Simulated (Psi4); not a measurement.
CH7Si2 (SMILES [SiH2]C[SiH3]), doublet, at a GFN2-xTB geometry. Base run: BLYP/STO-3G (Psi4).

Here is a job for Psi4.
```
memory 2 GB

molecule mol {
0 2
Si    1.599887    0.347367    0.048489
C     0.098829   -0.730517   -0.378432
Si   -1.553069    0.009259    0.194946
H     2.874026   -0.305758   -0.245740
H     1.522582    1.684123   -0.530948
H     0.069946   -0.886209   -1.459556
H     0.225702   -1.717863    0.066588
H    -2.669198   -0.855250   -0.203237
H    -1.737174    1.327114   -0.417504
H    -1.534314    0.144190    1.652897
}

set {
  basis sto-3g
  reference uks
}

energy('blyp')
print_variables()
```

The base run was repeated with changes; each row names its change, and settings that it needs were set with it.

```tsv
change	ΔE vs base (mEh)	SCF cycles	grid points	basis functions
base	0.000	8	213076	30
scf_initial_accelerator = ediis	0.000	8	213076	30
puream = false	0.304	8	213076	30
dft_spherical_points = 110	-0.148	8	77873	30
dft_radial_points = 150	0.001	8	422484	30
df_basis_scf = cc-pvtz-jkfit	1.348	8	213076	30
basis_guess = sto-3g	0.000	1	213076	30
scf_type = pk	1.876	8	213076	30
damping_percentage = 20	0.001	15	213076	30
soscf = true	0.000	5	213076	30
guess = gwh	0.000	9	213076	30
scf_type = dfdirj+cosx	0.000	9	213076	30
scf_type = mem_df	0.000	8	213076	30
```

Open shells are given as the SCF converged; they aren't shown to be the lowest states, and a large step between rows can be another state.
